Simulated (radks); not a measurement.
Values are calculated unless marked as measured or tabulated.
Neutral gallium inside a hard spherical wall (all orbitals vanish at R), configuration held at [Ar] 3d10 4s2 4p1 and not refilled when levels cross. Level of theory: non-relativistic Kohn-Sham, r2SCAN, spin-unpolarised, spherical densities, point nucleus; meta-GGA in the generalised Kohn-Sham scheme (a radial shooting solver on a logarithmic mesh with Libxc functionals). Eigenvalues in eV, with the zero of energy where the potential of the charges vanishes at infinity; a dash marks a level that is unbound or too diffuse for the functional's potential to be trusted. A positive occupied level is held by the wall or, in an anion where self-interaction has pushed it up, behind a barrier. The pressure on the wall is -dE/dV.

| R (bohr) | E (hartree) | kinetic (hartree) | e(3p) | e(3d) | e(4s) | e(4p) | e(5s, empty) | e(5p, empty) | pressure (GPa) |
|---|---|---|---|---|---|---|---|---|---|
| free | -1924.82038 | 1923.524 | -100.72 | -20.334 | -9.009 | -2.577 | - | - | 0 |
| 20 | -1924.82038 | 1923.524 | -100.72 | -20.334 | -9.009 | -2.577 | 0.000 | 0.536 | < 0.0001 |
| 15 | -1924.82037 | 1923.524 | -100.72 | -20.332 | -9.007 | -2.575 | 0.197 | 1.043 | < 0.0001 |
| 12 | -1924.82025 | 1923.525 | -100.70 | -20.315 | -8.993 | -2.561 | 0.620 | 1.913 | 0.00181 |
| 8 | -1924.81596 | 1923.552 | -100.41 | -20.029 | -8.779 | -2.279 | 3.339 | 6.484 | 0.151 |
| 7 | -1924.80887 | 1923.591 | -100.11 | -19.728 | -8.558 | -1.947 | 5.440 | 9.590 | 0.545 |
| 3.5 | -1924.17859 | 1925.953 | -92.322 | -12.170 | -0.056 | 10.049 | 52.406 | 63.973 | 170 |
| 2.5 | -1921.84638 | 1933.450 | -79.458 | 0.532 | 22.721 | 37.956 | 141.05 | 157.25 | 1960 |
| 2 | -1917.10452 | 1948.141 | -62.534 | 18.362 | 62.734 | 82.992 | 266.06 | 283.56 | 9540 |
